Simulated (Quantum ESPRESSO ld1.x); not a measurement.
Values are calculated unless marked as measured or tabulated.
Rh7+, configuration [Kr] 4d2.

Level of theory: scalar-relativistic Kohn-Sham, LDA (Slater exchange, Perdew-Wang correlation), spin-polarised, spherical densities, point nucleus; open shells are filled with parallel spins first (ld1.x of Quantum ESPRESSO 7.5).

Energy parts (eV):
part                      energy
total                 -129711.01
kinetic                134321.44
electron-nucleus      -308808.85
Hartree                 48311.92
exchange-correlation    -3535.52

Orbitals (lengths in bohr, moments of r in powers of bohr; <r^-3> diverges for s and p1/2; r(max) is where P^2 peaks):
orbital	occ.	eigenvalue (eV)	<r^-3>	r(max)
1s up	1	-23126.1	-	0.02120
1s down	1	-23126.1	-	0.02120
2s up	1	-3455.11	-	0.1199
2s down	1	-3454.63	-	0.1199
2p up	3	-3110.76	3241	0.09578
2p down	3	-3110.37	3241	0.09578
3s up	1	-711.869	-	0.3516
3s down	1	-711.525	-	0.3517
3p up	3	-598.707	566.3	0.3446
3p down	3	-598.333	566.4	0.3446
3d up	5	-417.523	76.96	0.2903
3d down	5	-417.027	76.98	0.2904
4s up	1	-192.120	-	0.8669
4s down	1	-190.103	-	0.8655
4p up	3	-158.208	103.9	0.9184
4p down	3	-156.140	104.4	0.9168
4d up	2	-107.242	10.93	1.032
4d down	0	-105.171	10.93	1.030
5s up	0	-78.5854	-	1.885
5s down	0	-77.3393	-	1.896
5p up	0	-67.4027	28.30	2.057
5p down	0	-66.3555	27.47	2.072

The highest occupied level is 4d up at -107.24 eV. Spin moment in Bohr magnetons: 2.
